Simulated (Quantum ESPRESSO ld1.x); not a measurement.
Er IV, configuration [Xe] 4f9 6s2 (not the ground configuration). Method: scalar-relativistic Kohn-Sham, PBEsol, spin-unpolarised, spherical densities, point nucleus; computed with ld1.x of Quantum ESPRESSO 7.5. Some entries of the table are withheld. Estimate them.

| orbital | occ. | eigenvalue (hartree) | <1/r> (bohr^-1) |
|---|---|---|---|
| 1s | 2 | -2109.81 | 77.56 |
| 2s | 2 | -356.254 | 18.05 |
| 2p | 6 | -315.350 | 16.67 |
| 3s | 2 | -81.5815 | 6.654 |
| 3p | 6 | -69.1425 | 6.217 |
| 3d | 10 | -53.5667 | 5.893 |
| 4s | 2 | -17.8221 | 2.824 |
| 4p | 6 | -13.7106 | 2.587 |
| 4d | 10 | (1) | (2) |
| 5s | 2 | -3.57086 | 1.128 |
| 5p | 6 | -2.51158 | 0.9713 |
| 4f | 9 | -2.13374 | 1.808 |
| 6s | 2 | -1.04760 | 0.4691 |

Answer. 
(1) 4d eigenvalue (hartree): -8.20261
(2) 4d <1/r> (bohr^-1): 2.297
